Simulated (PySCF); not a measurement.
Run record for `C=CCC#CC(=O)O`: mPW1PW91/ANO-RCC-VDZP, start guess vsap, energy threshold 1e-07 Eh, TDA, 1 singlet.

Method: TDA mPW1PW91/ANO-RCC-VDZP, vertical, gas phase, core orbitals frozen in the response (PySCF 2.14.0, density-fitted response routines). Geometry: GFN2-xTB. The input is one job of a driver script: a line of settings, then coordinates in Å.

Command:
```bash
OMP_NUM_THREADS=1 python probes_run.py task.json out
```

Input:
```
{"job": {"kind": "uv", "xc": "mPW1PW91", "basis": "ANO-RCC-VDZP", "nstates": 1, "ntriplets": 2, "tda": true, "scf": {"guess": "vsap", "conv": 1e-07}}, "charge": 0, "multiplicity": 1}
C     -2.457821     1.544096     0.192172
C     -1.769071     0.504961     0.620805
C     -1.224438    -0.564004    -0.285970
C      0.216257    -0.618345    -0.195953
C      1.414168    -0.634536    -0.081063
C      2.847756    -0.679723    -0.046581
O      3.553743    -0.786432    -1.015660
O      3.323358    -0.590342     1.205234
H     -2.838033     2.292431     0.866099
H     -2.675554     1.691194    -0.853602
H     -1.549852     0.373518     1.671586
H     -1.512305    -0.369896    -1.322174
H     -1.621415    -1.540302     0.012893
H      4.292529    -0.623092     1.190136
```

What does the run print?

```
final grid: 121896 points
cycle   1  E = -381.4341477020  dE =  1.883e-01  |g| = 2.141e+00  |ddm| = 4.060e+00
cycle   2  E = -380.7147697626  dE =  7.194e-01  |g| = 2.849e+00  |ddm| = 4.319e+00
cycle   3  E = -382.5024000940  dE = -1.788e+00  |g| = 7.359e-01  |ddm| = 2.457e+00
cycle   4  E = -382.6025843059  dE = -1.002e-01  |g| = 3.652e-01  |ddm| = 9.617e-01
cycle   5  E = -382.6316402515  dE = -2.906e-02  |g| = 1.374e-01  |ddm| = 4.159e-01
cycle   6  E = -382.6362539139  dE = -4.614e-03  |g| = 2.624e-02  |ddm| = 1.369e-01
cycle   7  E = -382.6364038411  dE = -1.499e-04  |g| = 1.057e-02  |ddm| = 3.190e-02
cycle   8  E = -382.6364229475  dE = -1.911e-05  |g| = 4.419e-03  |ddm| = 1.100e-02
cycle   9  E = -382.6364272748  dE = -4.327e-06  |g| = 9.289e-04  |ddm| = 4.297e-03
cycle  10  E = -382.6364274355  dE = -1.607e-07  |g| = 3.094e-04  |ddm| = 9.164e-04
cycle  11  E = -382.6364274584  dE = -2.291e-08  |g| = 5.857e-05  |ddm| = 3.003e-04
converged SCF energy = -382.6364274584

Static polarisability (au): isotropic 72.899, principal 49.710 58.509 110.477

Singlet excitations
state   eV       nm        f      main configurations
  1   4.8257    256.9   0.00129   H->L 0.69, H-1->L 0.28

Triplet excitations (Tamm-Dancoff, eV): 4.3676 4.4003
```

H and L stand for HOMO and LUMO; the number after each pair is its weight.

Give S1 in cm⁻¹ and kJ/mol.

4.8257 eV × 8065.54 = 38922 cm⁻¹; × 96.485 = 465.6 kJ/mol.

How does the lowest singlet excitation compare with the HOMO–LUMO gap?

HOMO -7.80 eV and LUMO -1.15 eV give a gap of 6.65 eV; S1 at 4.83 eV lies 1.82 eV below it.

In short: SCF converged in 11 cycles with 142 basis and 922 fitting functions; HOMO -7.80 eV, LUMO -1.15 eV; lowest singlet 4.83 eV; lowest triplet 4.37 eV (Tamm–Dancoff); mean polarisability 72.9 au.

ANO-RCC sets were contracted for a scalar-relativistic Hamiltonian, but ran non-relativistically here. The basis is contracted for a relativistic Hamiltonian, but the run is non-relativistic.

The run took 22 s of wall time on one thread of an Arm Neoverse V1, no GPU (shared host), and the process peaked at 0.79 GiB of memory.

Conformer computed: `[CH2:1]=[CH:2][CH2:3][C:4]#[C:5][C:6](=[O:7])[OH:8]`: C1–C2–C3–C4 119°, H–O8–C6–C5 180°.

One conformer stands for the species.
